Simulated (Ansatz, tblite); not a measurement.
Spin states of the cluster SnS2, each relaxed with r2SCAN-D4/def2-TZVP in Ansatz. Electronic energies in the gas phase.

In the def2 sets Sn takes a core potential; there is no spin–orbit coupling. The xTB rows come from tblite. Correlated methods freeze 14 core orbitals; core or outer-core shells of Sn are correlated, in sets that lack core-valence functions. The structure comes from a short search, and lower isomers may exist.

Singlet geometry (C2v within 0.1 Å):

Cartesian coordinates in Å:
```
Sn 0.357 1.362 -0.257
S 0.717 -1.012 -0.382
S -1.074 -0.350 0.639
```

Triplet geometry (C2v within 0.1 Å):

```xyz
3

Sn   -0.386    1.533   -0.269
S    -0.404   -0.778    0.928
S     0.790   -0.755   -0.659
```

Quintet geometry (C2v within 0.1 Å):

```xyz
3

Sn   -0.8480   -0.4670    1.2754
S    -0.0017    1.3456   -0.5135
S     0.8497   -0.8785   -0.7619
```

⟨S²⟩: triplet 2.01 at PBE0-D4/def2-TZVP (pure 2.00), quintet 6.02 at PBE0-D4/def2-TZVP (pure 6.00).

Only these spin states were relaxed.

```tsv
level	triplet − singlet (kcal/mol)	quintet − singlet (kcal/mol)	lowest of these
GFN1-xTB	50.6	144.2	singlet
GFN2-xTB	42.1	116.3	singlet
HF/def2-TZVP	12.9	68.7	singlet
MP2/def2-TZVPP	28.1	115.9	singlet
```

Task: Estimate the rows for BLYP-D4/def2-TZVP, PBE0-D4/def2-TZVP, RPA@PBE/def2-TZVP, CCSD/def2-TZVPP.

Result: 
| level | triplet − singlet (kcal/mol) | quintet − singlet (kcal/mol) | lowest of these |
| --- | --- | --- | --- |
| BLYP-D4/def2-TZVP | 23.6 | 93.6 | singlet |
| PBE0-D4/def2-TZVP | 23.2 | 102.4 | singlet |
| RPA@PBE/def2-TZVP | 25.0 | 94.7 | singlet |
| CCSD/def2-TZVPP | 25.3 | 103.6 | singlet |

The xTB methods have no spin-polarisation term.
